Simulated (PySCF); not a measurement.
Problem. Write a Z-matrix for `CCCO[SiH2]CCl` as optimised with GFN2-xTB.

Solution. 
Z-matrix in Å and degrees, rows numbered from 1:
```
C 
C   1  1.5224
C   2  1.5245  1  111.61
O   3  1.4021  2  109.62  1  -179.95
Si  4  1.6142  3  128.76  2  -179.98
C   5  1.9007  4  101.57  3   179.92
Cl  6  1.7777  5  108.16  4   179.97
H   1  1.0874  2  110.55  3   -59.96
H   1  1.0865  2  110.26  3  -179.98
H   1  1.0874  2  110.61  3    60.01
H   2  1.0911  1  110.11  3   120.60
H   2  1.0912  1  110.15  3  -120.59
H   3  1.0962  2  110.30  1   -59.47
H   3  1.0962  2  110.37  1    59.52
H   5  1.4649  4  112.50  3   -62.20
H   5  1.4650  4  112.49  3    62.03
H   6  1.0868  5  113.30  4   -62.08
H   6  1.0869  5  113.33  4    62.00
```

Si5 (oxygen-bound silicon) is distorted tetrahedral (angles from 101.6° to 112.5°). O4 (silyl ether oxygen) is bent (angle 128.8°). The 7 heavy atoms lie in one plane (0.000 Å rms).

Structure optimised with GFN2-xTB, isolated species.

Point group: Cs (every atom within 0.08 Å of its image). Not checked by GFN2-xTB frequencies. One conformer, not necessarily the lowest (C1–C2–C3–O4 180°, C2–C3–O4–Si5 180°, C3–O4–Si5–C6 180°, O4–Si5–C6–Cl7 180°).

These are computed values.
